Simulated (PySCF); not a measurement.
Compound: 3,3-dimethylbutylamine, C₆H₁₅N.
Z-matrix (Å and degrees, PBE0-D3(BJ)/def2-SVP geometry), rows numbered from 1:
```
C 
C   1  1.5306
C   2  1.5314  1  108.92
C   2  1.5315  1  108.88  3  -119.40
C   2  1.5400  1  108.07  3   120.34
C   5  1.5276  2  117.56  1  -179.66
N   6  1.4505  5  115.08  2  -179.70
H   1  1.1018  2  111.12  3   179.64
H   1  1.1018  2  111.09  3    59.64
H   1  1.1018  2  111.17  3   -60.37
H   3  1.1021  2  111.15  1    63.05
H   3  1.1016  2  110.68  1   -56.53
H   3  1.1006  2  111.97  1  -176.25
H   4  1.1020  2  111.13  1   -62.89
H   4  1.1006  2  111.98  1   176.41
H   4  1.1017  2  110.69  1    56.69
H   5  1.1062  2  108.33  1    57.45
H   5  1.1062  2  108.36  1   -56.73
H   6  1.1028  5  109.95  2   -57.58
H   6  1.1028  5  109.96  2    58.15
H   7  1.0190  6  109.95  5   -58.03
H   7  1.0190  6  109.94  5    57.86
```

Linear response at PBE0/def2-SVPD (PySCF, frozen core in the response, non-relativistic).

Static isotropic polarisability: 84.65 au (12.54 Å³), principal values 79.8, 81.0, 93.2 au.

Q: What is the polarisability at 1064 nm and at the sodium D line?

A: 85.23 au at 1064 nm (+0.7 %), 86.58 au at 589.3 nm (+2.3 %). The rise at 589.3 nm is 3.34 times that at 1064 nm; a pure ω² law gives 3.26. The lowest singlet lies at 200 nm, shorter than both wavelengths.

Q: What is the isotropic C6 coefficient between two such molecules, C6 = (3/π)∫α(iω)² dω?

A: 3189 au (Eh·bohr⁶) by a ten-point quadrature over imaginary frequencies, which is 1910 eV·Å⁶ or 184 J·nm⁶/mol.

Q: Which effective excitation energy ω̄ makes London's formula C6 = (3/4)α²ω̄ exact here?

A: ω̄ = 4·C6/(3α²) = 0.593 Eh = 16.1 eV. A one-pole form α(ω) = α/(1 − ω²/ω̄²) fitted to the 1064 nm value gives 14.2 eV.

Q: The lowest 6 singlets have (eV, f): 6.21, 0.022; 6.84, 0.008; 7.21, 0.007; 7.23, 0.007; 8.03, 0.054; 8.06, 0.001. What share of the static polarisability do they carry in the sum over states α = Σ f/ω²?

A: 1.39 au, 1.6 % of α; the largest term, 0.63 au, is that of the state at 8.03 eV. Their oscillator strengths add up to 0.10. Higher states carry the rest.

Q: What three-body coefficient follows from the one-pole estimate C9 = (3/4)·α·C6?

A: 202000 au. This is an estimate from the two numbers above, not a computed integral.

Q: What n − 1 at the D line would an ideal gas of it have at 273.15 K and 1 atm (2.6868 × 10¹⁹ cm⁻³), by n − 1 = 2π·N·α′?

A: 21.66 × 10⁻⁴, a formal value whether or not that pressure can be reached.

Q: How many electrons N does the Slater–Kirkwood formula C6 = (3/4)·√N·α^(3/2) need to give this C6?

A: N = (4·C6/3)²/α³ = 29.8; the species has 58 electrons in all.

Q: What molar refraction at the D line follows from R = (4π/3)·N_A·α′, with α′ the polarisability volume?

A: α′ = 12.83 Å³ gives R = 32.36 cm³/mol, for isolated, non-vibrating species.

One conformer stands for the species.
